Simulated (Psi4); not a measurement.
Pair of molecules: CH4 (SMILES C) (first 5 atoms) with CO2 (SMILES O=C=O); geometry from B3LYP-D3(BJ)/def2-TZVP, rigid monomers moved along the line of their centres of mass till C1···C7 is 6.14 Å.
(charge 0, multiplicity 1):
```xyz
8

C      0.0038    -0.0533     0.0725
H      0.0921    -0.0114    -1.0121
H     -1.0486    -0.1195     0.3460
H      0.5297    -0.9319     0.4439
H      0.4388     0.8473     0.5038
O     -0.3377    -0.9089     6.2192
C     -0.0123     0.2039     6.2076
O      0.3130     1.3170     6.1993
```

These are SAPT0/jun-cc-pV(D+d)Z (Psi4 1.11) values and carry that method's errors.

**Question.** Give the four SAPT terms and the total, and say what mostly holds the pair together.

**Answer.** electrostatics 0.0, exchange 0.0, induction 0.0, dispersion -0.1, total -0.1 kJ/mol; the largest attraction is dispersion.
